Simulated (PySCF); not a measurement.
[HfSF]+ at several levels of theory

Computed with PySCF 2.14.0 (density fitting, no spin-orbit coupling) at the geometry relaxed with PBE0:

```xyz
3
[HfSF]+ (singlet)
Hf   -0.1470    0.0000   -0.4559
S     1.5979    0.0000    0.8148
F    -1.5852    0.0000    0.7240
```

```json
{"level": "PBE0", "basis": "Hf def2-SVP with ECP60, S def2-SVP, F def2-SVP", "state": "singlet", "HOMO (eV)": "-13.05", "gap (eV)": "3.67", "charge on Hf1 (e)": "1.28", "dipole about the centre of mass (D)": "5.76", "largest force component (eV/Å)": "0.02"}
{"level": "B3LYP", "basis": "the same", "state": "singlet", "HOMO (eV)": "-12.79", "gap (eV)": "3.03", "charge on Hf1 (e)": "1.24", "dipole about the centre of mass (D)": "5.52", "largest force component (eV/Å)": "0.50"}
{"level": "PBE0", "basis": "Hf def2-TZVP with ECP60, S def2-TZVP, F def2-TZVP", "state": "singlet", "HOMO (eV)": "-12.98", "gap (eV)": "3.66", "charge on Hf1 (e)": "1.45", "dipole about the centre of mass (D)": "5.62", "largest force component (eV/Å)": "0.49"}
```

Charges are Mulliken's, which hang on the basis. The relaxation used the grid (50, 194), these runs (75, 302) or, all-electron (x2c bases, spin-free X2C Hamiltonian), (99, 590).

Question: What does revPBE with Hf def2-SVP with ECP60, S def2-SVP, F def2-SVP give here?

Answer: state singlet, HOMO (eV) -11.88, gap (eV) 1.79, charge on Hf1 (e) 1.18, dipole about the centre of mass (D) 5.19, largest force component (eV/Å) 0.88. Time: 1.6 s on 2 threads of Arm Neoverse V1, on a shared host, from an already converged density.

In the first row's basis the gap widens with exact exchange: 1.8 eV for revPBE (none); 3.0 to 3.7 eV for B3LYP, PBE0 (a fixed share).
